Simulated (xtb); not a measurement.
H$_{5}$B$_{3}$N$_{3}$ (SMILES B1[N]BNBN1), doublet, geometry from GFN2-xTB; GFN1-xTB (xtb 6.7.1).

Input for xtb:
```
$ xtb mol.xyz --gfn 1 --chrg 0 --uhf 1 --json

# file mol.xyz
11

B     -0.91062503     1.13149532     0.29076823
N     -1.37695949    -0.12573446     0.01619112
B     -0.69719392    -1.27831028    -0.27186253
N      0.73883889    -1.11549616    -0.28144257
B      1.35780215     0.12398515    -0.01596586
N      0.53097538     1.23144686     0.26651132
H     -1.57325668     2.06827039     0.52850262
H     -1.18458869    -2.32009784    -0.49607420
H      1.29505236    -1.93143915    -0.48782490
H      2.52800212     0.23083975    -0.02972578
H      0.93489140     2.13506227     0.46160388
```

Question: What does xtb print? Leave out banner, timings and long lists.

Answer: 
```
   ID    Z sym.   atoms
    1    5 B      1, 3, 5
    2    7 N      2, 4, 6
    3    1 H      7-11

           -------------------------------------------------
          |                Calculation Setup                |
           -------------------------------------------------

           -------------------------------------------------
          |                 G F N 1 - x T B                 |
           -------------------------------------------------

          ...................................................
          :                      SETUP                      :
          :.................................................:
          :  # basis functions                  34          :
          :  # atomic orbitals                  34          :
          :  # shells                           22          :
          :  # electrons                        29          :
          :  # halogen bonds                     0          :
          :  max. iterations                   250          :
          :  Hamiltonian                  GFN1-xTB          :
          :  restarted?                      false          :
          :  GBSA solvation                  false          :
          :  PC potential                    false          :
          :  electronic temp.          300.0000000     K    :
          :  accuracy                    1.0000000          :
          :  -> integral cutoff          0.2500000E+02      :
          :  -> integral neglect         0.1000000E-07      :
          :  -> SCF convergence          0.1000000E-05 Eh   :
          :  -> wf. convergence          0.2000000E-04 e    :
          :  Broyden damping             0.4000000          :
          :  net charge                          0          :
          :  unpaired electrons                  1          :
          ...................................................

 iter      E             dE          RMSdq      gap      omega  full diag
   1    -16.7369676 -0.167370E+02  0.898E+00    5.22       0.0  T
   2    -16.7751919 -0.382243E-01  0.526E+00    4.84       1.0  T
   3    -16.7758060 -0.614063E-03  0.101E+00    4.45       1.0  T
   4    -16.7772864 -0.148039E-02  0.595E-01    4.84       1.0  T
   5    -16.7791314 -0.184505E-02  0.200E-01    4.72       1.0  T
   6    -16.7793127 -0.181318E-03  0.907E-02    4.69       1.0  T
   7    -16.7793586 -0.458944E-04  0.267E-02    4.65       1.1  T
   8    -16.7793625 -0.384649E-05  0.298E-03    4.66      10.1  T
   9    -16.7793625 -0.496428E-07  0.531E-05    4.66     567.9  T
  10    -16.7793625  0.449774E-11  0.699E-05    4.66     431.1  T

   *** convergence criteria satisfied after 10 iterations ***

         :::::::::::::::::::::::::::::::::::::::::::::::::::::
         ::                     SUMMARY                     ::
         :::::::::::::::::::::::::::::::::::::::::::::::::::::
         :: total energy             -16.560504503350 Eh    ::
         :: gradient norm              0.024130260468 Eh/a0 ::
         :: HOMO-LUMO gap              4.660006456954 eV    ::
         ::.................................................::
         :: SCC energy               -16.779362533605 Eh    ::
         :: -> electrostatic           0.038828215344 Eh    ::
         :: repulsion energy           0.222637995645 Eh    ::
         :: dispersion energy         -0.003779965390 Eh    ::
         :: halogen bond corr.         0.000000000000 Eh    ::
         :: add. restraining           0.000000000000 Eh    ::
         :: total charge               0.000000000001 e     ::
         :::::::::::::::::::::::::::::::::::::::::::::::::::::

           -------------------------------------------------
          |                Property Printout                |
           -------------------------------------------------

    * Orbital Energies and Occupations

         #    Occupation            Energy/Eh            Energy/eV
[...]
         6        2.0000           -0.5571605             -15.1611
         7        2.0000           -0.5150487             -14.0152
         8        2.0000           -0.4952129             -13.4754
         9        2.0000           -0.4912266             -13.3670
        10        2.0000           -0.4804774             -13.0745
        11        2.0000           -0.4523643             -12.3095
        12        2.0000           -0.4347223             -11.8294
        13        2.0000           -0.4264861             -11.6053
        14        2.0000           -0.4208868             -11.4529
        15        1.0000           -0.3785920             -10.3020 (HOMO)
        16                         -0.2073399              -5.6420 (LUMO)
        17                         -0.1961325              -5.3370
        18                         -0.1073366              -2.9208
        19                         -0.0941227              -2.5612
        20                         -0.0847660              -2.3066
        21                         -0.0627449              -1.7074
        22                         -0.0563749              -1.5340
        23                         -0.0466154              -1.2685
        24                          0.1764772               4.8022
        25                          0.2091159               5.6903
        26                          0.2362722               6.4293
       ...                                ...                  ...
        34                          0.7597754              20.6745
      -------------------------------------------------------------
                  HL-Gap            0.1712521 Eh            4.6600 eV
             Fermi-level           -0.3463520 Eh           -9.4247 eV

  Mulliken/CM5 charges         n(s)   n(p)   n(d)
     1B     0.35256  0.24815   0.862  1.785  0.000
     2N    -0.36460 -0.39609   1.543  3.822  0.000
     3B     0.35256  0.24815   0.862  1.785  0.000
     4N    -0.40744 -0.62017   1.469  3.939  0.000
     5B     0.34360  0.22978   0.861  1.796  0.000
     6N    -0.40744 -0.62017   1.469  3.939  0.000
     7H    -0.08857  0.03382   1.089  0.000  0.000
     8H    -0.08857  0.03382   1.089  0.000  0.000
     9H     0.20058  0.40686   0.799  0.000  0.000
    10H    -0.09326  0.02899   1.093  0.000  0.000
    11H     0.20058  0.40686   0.799  0.000  0.000

Wiberg/Mayer (AO) data.
largest (>0.10) Wiberg bond orders for each atom

 ---------------------------------------------------------------------------
     #   Z sym  total        # sym  WBO       # sym  WBO       # sym  WBO
 ---------------------------------------------------------------------------
     1   5 B    3.424 --     2 N    1.301     6 N    1.070     7 H    0.930
     2   7 N    2.941 --     1 B    1.301     3 B    1.301
     3   5 B    3.424 --     2 N    1.301     4 N    1.070     8 H    0.930
     4   7 N    3.366 --     5 B    1.201     3 B    1.070     9 H    0.927
     5   5 B    3.441 --     6 N    1.201     4 N    1.201    10 H    0.921
     6   7 N    3.366 --     5 B    1.201     1 B    1.070    11 H    0.927
     7   1 H    0.993 --     1 B    0.930
     8   1 H    0.993 --     3 B    0.930
     9   1 H    0.972 --     4 N    0.927
    10   1 H    0.989 --     5 B    0.921
    11   1 H    0.972 --     6 N    0.927
 ---------------------------------------------------------------------------

Topologies differ in total number of bonds
Writing topology from bond orders to xtbtopo.mol

 dipole moment from electron density (au)
     X       Y       Z
   0.9421   0.0860  -0.0111  total (Debye):    2.405

           -------------------------------------------------
          | TOTAL ENERGY              -16.560504503350 Eh   |
          | GRADIENT NORM               0.024130260468 Eh/α |
          | HOMO-LUMO GAP               4.660006456954 eV   |
           -------------------------------------------------

normal termination of xtb
```
